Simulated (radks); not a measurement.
Results of a calculation; reference values are marked as such.
Problem. These are the eigenvalues of the occupied orbitals of an atom or ion with whole-number occupations (eV). Code: a radial shooting solver on a logarithmic mesh with Libxc functionals. Model: scalar-relativistic Kohn-Sham, PBE, spin-polarised, spherical densities, finite nucleus; Fermi nuclear charge, rms radius of each element as measured or else 0.836 A^(1/3) + 0.57 fm.

| orbital | eigenvalue |
|---|---|
| 1s up | -21960.89 |
| 1s down | -21960.69 |
| 2s up | -3177.354 |
| 2s down | -3176.769 |
| 2p up | -2848.220 |
| 2p down | -2847.680 |
| 3s up | -578.4944 |
| 3s down | -578.0484 |
| 3p up | -470.3219 |
| 3p down | -469.8142 |
| 3d up | -296.2498 |
| 3d down | -295.5748 |
| 4s up | -99.4949 |
| 4s down | -96.1942 |
| 4p up | -69.2578 |
| 4p down | -65.9101 |
| 4d up | -26.3665 |
| 4d down | -23.3797 |

Which element is it, and in what charge state? The configuration may be excited. Open shells, if any, are filled with parallel spins first.

Solution. Z = 44, ruthenium, charge +2: Ru2+ in [Ar] 3d10 4s2 4p5 4d7. The list shows which subshells hold electrons but not how many an open one holds; the 1s level, -807.05 hartree, gives Z - s = 40.2 by -(Z - s)^2/2, which with screening and relativity narrows Z to a few neighbours, and the depths of the outer levels then fix element, charge and occupations together.
